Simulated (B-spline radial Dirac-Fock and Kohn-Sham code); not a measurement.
## Relativistic shifts of the levels of Nb³³⁺

System: niobium as Nb³³⁺, [He] 2s2 2p4.

Both columns are ΔSCF binding energies of the configuration average from a radial B-spline solver: non-relativistic Hartree-Fock with a point nucleus, and Dirac-Fock with a finite nucleus and the Coulomb interaction alone, averaged over the two j levels with weights 2j+1.

| shell | Hartree-Fock (eV) | Dirac-Fock (eV) | shift (eV) | shift (%) |
| --- | --- | --- | --- | --- |
| 1s | 20779.3 | 21251.2 | +471.88 | +2.27 |
| 2s | 4506.4 | 4634.5 | +128.07 | +2.84 |
| 2p | 4354.5 | 4400.8 | +46.32 | +1.06 |

Relativity binds 1s, 2s, 2p more strongly, among those listed most of all 2s in relative terms.

Values without a named source are computed, but for edge energies of neutral atoms, which are taken from tables.
